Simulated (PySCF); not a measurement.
Löwdin shares of the frontier orbitals

Compound: (F)3Si-O-SiH3.
Z-matrix (Å and degrees, PBE0-D3(BJ)/def2-SVP geometry), rows numbered from 1:
```
Si
F   1  1.5948
F   1  1.5961  2  107.81
F   1  1.5929  2  107.91  3  -116.36
O   1  1.6022  2  111.13  3   122.23
Si  5  1.6701  1  155.67  2   -89.29
H   6  1.4867  5  107.67  1   158.33
H   6  1.4887  5  108.82  1   -81.86
H   6  1.4899  5  109.21  1    38.38
```

Computed with PySCF, TDDFT CAM-B3LYP/def2-SVPD, vertical, gas phase, core orbitals frozen in the response.

Frontier orbitals with the atoms that hold most of them (Löwdin shares over 4%, at most four atoms; ? is withheld):

| orbital | ε (eV) | atoms |
| --- | --- | --- |
| HOMO-3 | -13.33 | O5 49%, Si6 16%, F4 10%, F3 9% |
| HOMO-2 | -13.31 | O5 49%, Si6 16%, F2 12%, H8 7% |
| HOMO-1 | -11.25 | ? |
| HOMO | -11.19 | ? |
| LUMO | ? | Si1 32%, Si6 22%, O5 12%, H9 8% |
| LUMO+1 | 1.04 | Si6 55%, H9 11%, H7 11%, H8 11% |
| LUMO+2 | 1.58 | Si6 26%, Si1 22%, F4 10%, F2 9% |

**Question.** Which atoms hold the HOMO-1, and with what shares?

**Answer.** Si6 (bonded to O and 3 H) 31%; O5 (bonded to 2 Si) 24%; H7 (bonded to Si) 22%; H9 (bonded to Si) 16%. By element: hydrogen 39% or more, silicon 31% or more, oxygen 24%.

**Question.** Which atoms hold the HOMO, and with what shares?

**Answer.** Si6 (bonded to O and 3 H) 30%; O5 (bonded to 2 Si) 26%; H8 (bonded to Si) 25%; H9 (bonded to Si) 12%. By element: hydrogen 36% or more, silicon 30% or more, oxygen 26%.

**Question.** What is the LUMO energy, and the HOMO–LUMO gap?

**Answer.** ε(LUMO) = 0.21 eV; the gap is 11.40 eV (0.4190 hartree).

**Question.** The HOMO–LUMO gap is 11.40 eV. Where does the response calculation put the lowest singlet, and from which orbitals?

**Answer.** S1 is at 7.86 eV (f = 0.0002), 3.55 eV below the gap, made of HOMO→LUMO (84%). Without the coupling terms of the response equations the lowest excitation would equal the gap.

**Question.** Give energy, strength and leading configuration of S1, S2, S3 and S4, and follow the Löwdin shares of the leading atoms from the occupied to the empty orbital.

**Answer.** 
- S1 (7.86 eV, f 0.0002), HOMO→LUMO (84%): Si6 30% → 22%, O5 26% → 12%, Si1 at most 8% → 32%
- S2 (7.92 eV, f 0.0013), HOMO-1→LUMO (84%): Si6 31% → 22%, O5 24% → 12%, Si1 at most 7% → 32%
- S3 (9.12 eV, f 0.084), HOMO→LUMO+1 (90%): Si6 30% → 55%, O5 26% → at most 11%, H9 12% → 11%
- S4 (9.18 eV, f 0.086), HOMO-1→LUMO+1 (89%): Si6 31% → 55%, O5 24% → at most 11%, H9 16% → 11%

On Arm Neoverse V2, one thread, no GPU, shared host, this took 75 s of wall time (with the writing of density and orbital grids) and 0.82 GiB of memory at its peak.
